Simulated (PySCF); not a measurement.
# La(NO2)3: one run

La(NO2)3 (singlet). PySCF 2.14.0, RKS TPSS, La lcecp-1-SVP with ECP46, O def2-SVP, N def2-SVP; non-relativistic Hamiltonian with scalar-relativistic core potentials where named; density fitting; no spin-orbit coupling. The geometry is an unrelaxed template.

```python
mol = gto.M(atom='''
La     0.00000     0.00000     0.00000
O      2.33020     0.00000     1.06000
O      2.33020     0.00000    -1.06000
N      3.02020     0.00000     0.00000
O     -1.16510     2.01800     1.06000
O     -1.16510     2.01800    -1.06000
N     -1.51010     2.61560     0.00000
O     -1.16510    -2.01800     1.06000
O     -1.16510    -2.01800    -1.06000
N     -1.51010    -2.61560     0.00000''',
    basis={'La': 'lcecp-1-SVP', 'O': 'def2-SVP', 'N': 'def2-SVP'},
    ecp={'La': 'lcecp-1-SVP'},
    charge=0, spin=0)
mf = dft.RKS(mol, xc='TPSS')
mf.grids.atom_grid = (50, 194)  # f atoms: unpruned, at least (60, 302)
mf = mf.density_fit()  # fitting sets: La AutoAux, O def2-universal-JKFIT, N def2-universal-JKFIT
mf.conv_tol = 1e-08; mf.max_cycle = 55
mf.kernel(dm0)  # dm0: free metal ions and neutral atoms
```

Run from Python with OMP_NUM_THREADS=4; the lines above give its settings. Where DIIS fails, smearing, a level shift and second-order steps follow.
It took 7.9 s on 4 threads of Arm Neoverse V2, with other jobs on the host, peak memory 0.84 GiB.

Where do the frontier levels lie, over both spins?

HOMO -6.87 eV, LUMO -3.91 eV. The large-core potential holds the 4f shell empty.

What are the Mulliken charges and spins?


```
atom  charge (e)  spin (e)
 La1       1.276     0.000
  O2      -0.342     0.000
  O3      -0.342     0.000
  N4       0.258     0.000
  O5      -0.342     0.000
  O6      -0.342     0.000
  N7       0.258     0.000
  O8      -0.342     0.000
  O9      -0.342     0.000
 N10       0.258     0.000
```
